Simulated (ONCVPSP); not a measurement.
## Configuration tests for arsenic (As) (ONCV)

* Element: As (Z = 33)
* Generator: ONCVPSP 4.0.1
* Type: optimised norm-conserving Vanderbilt (ONCV)
* Functional: PBEsol
* Relativity: scalar-relativistic
* Frozen core: [Ne]
* Valence charge: 23
* Reference configuration: 3s2 3p6 3d10 4s2 4p1 (charge +2)
* Partial waves: 3s+4s: rc 0.85 bohr, ncon 4, nbas 8, qcut 15.6 1/bohr, 2 projectors; 3p+4p: rc 1.00 bohr, ncon 4, nbas 9, qcut 12 1/bohr, 3 projectors, debl 1.9 Ha; 3d: rc 1.10 bohr, ncon 4, nbas 9, qcut 15.7 1/bohr, 3 projectors, debl 1.6 Ha
* Local potential: polynomial inside 0.80 bohr (lpopt 5, dvloc0 0 Ha)
* Core correction: none

In the d channel the program set the typed energies aside and used -2.277, 0.250, 1.850 Ha.

Energies are relative to the spin-unpolarised reference configuration 3s2 3p6 3d10 4s2 4p1; without spin polarisation the order of configurations can differ from experiment.

```
valence configuration  charge  ΔE all-electron (eV)  error AE − PS (meV)
 3s2 3p6 3d10 4s2 4p3       0               -27.100                 +1.3
 3s2 3p6 3d10 4s2 4p2      +1               -17.942                 +0.9
 3s2 3p6 3d10 4s2 4p0      +3                27.724                 -1.6
 3s2 3p6 3d10 4s1 4p3      +1                -7.826                 +0.1
```

Levels in the configuration 3s2 3p6 3d10 4s2 4p3:

| level | all-electron (eV) | pseudo (eV) |
| --- | --- | --- |
| 3s | -189.906 | -189.896 |
| 3p | -133.467 | -133.433 |
| 3d | -40.643 | -40.640 |
| 4s | -14.503 | -14.503 |
| 4p | -5.197 | -5.196 |
